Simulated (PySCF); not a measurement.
Structure problem from calculated spectra and properties.

Formula: C6H8F2.

| Quantity | Value |
| --- | --- |
| NMR, other nuclei | isotropic shieldings of nuclei other than C and H, by class: 385 (1 F), 389 (1 F) ppm [GIAO PBE0/pcSseg-1] |
| UV, first state | lowest singlet excitation: 7.91 eV (157 nm, f = 0.001) [TDDFT PBE0/def2-SVPD] |
| UV, strongest line | among the 6 lowest singlet transitions: S5 at 8.54 eV (145 nm, f = 0.020) [TDDFT PBE0/def2-SVPD] |
| 1H NMR | chemical shifts (computed TMS as zero) by class: 5.71 (1 H), 5.07 (1 H), 2.54 (1 H), 2.20 (1 H), 1.71 (1 H), 1.46 (1 H), 0.62 (1 H), 0.28 (1 H) ppm [GIAO PBE0/pcSseg-1] |
| 13C NMR | chemical shifts (computed TMS as zero) by class: 106.4 (1 C), 102.8 (1 C), 38.3 (1 C), 23.6 (1 C), 20.1 (1 C), 10.4 (1 C) ppm [GIAO PBE0/pcSseg-1] |
| Triplet | lowest triplet excitation (Tamm–Dancoff): 7.75 eV [TDA PBE0/def2-SVPD] |
| Rotational structure | rotational constants A, B, C: 2.854, 2.165, 1.419 GHz [GFN2-xTB] |
| Polarisability | 65.1 au [PBE0/def2-SVPD] |
| Dipole | 2.71 D [PBE0/def2-SVPD] |

The electronic properties come from PySCF, for the isolated species, density fitting. Levels stand in brackets. Isolated species at its GFN2-xTB geometry (one conformer only). NMR classes are plain means over equivalent atoms (diastereotopic ones count apart unless rotation or inversion swaps them), as if these changed places fast.

Task: Give a SMILES that accounts for the data.

Result: Numbering: `[F:1][C@@H:2]1[C@@H:3]2[CH2:4][C@@H:5]2[CH2:6][C@H:7]1[F:8]`. Its formula, C6H8F2, gives 2 degrees of unsaturation: 2 rings and 0 π bonds in the structure found. 6 carbons fall into 6 classes; from least to most shielded: sp3 C–F carbon [C2] (106.4 ppm), sp3 C–F carbon [C7] (102.8 ppm), ring CH2 carbon [C6] (38.3 ppm), sp3 carbon at a ring junction [C3] (23.6 ppm), sp3 carbon at a ring junction [C5] (20.1 ppm), three-membered-ring carbon [C4] (10.4 ppm). Hydrogen classes from least to most shielded: 1 H on an sp3 C–F carbon, C2 (5.71 ppm), 1 H on an sp3 C–F carbon, C7 (5.07 ppm), 1 H on a ring CH2 carbon, C6 (2.54 ppm), 1 H on a ring CH2 carbon, C6 (2.20 ppm), 1 H on an sp3 carbon at a ring junction, C3 (1.71 ppm), 1 H on an sp3 carbon at a ring junction, C5 (1.46 ppm), 1 H on a three-membered-ring carbon, C4 (0.62 ppm), 1 H on a three-membered-ring carbon, C4 (0.28 ppm). The other shieldings belong to: 385 ppm, alkyl fluorine [F8]; 389 ppm, alkyl fluorine [F1]. The optimised geometry has point group C1 and is an asymmetric top. Structure: `[C@H]12C[C@@H]2C[C@H]([C@@H]1F)F`. Computed isomers that give other values at the same levels: `C=CC(=C)[C@@H](F)CF` (lowest singlet excitation: 5.84 eV (212 nm, f = 0.551)); `C=CC(=C)CC(F)F` (smallest rotational constant: 1.098 GHz; this holds for the one conformer computed); `C=C/C=C\CC(F)F` (13C chemical shifts (computed TMS as zero) by class: 141.4 (1 C), 138.4 (1 C), 131.5 (1 C), 127.8 (1 C), 123.7 (1 C), 38.7 (1 C) ppm). The assignments are read from this structure; whether some other isomer fits the data as well wasn't checked. The mirror image fits equally.
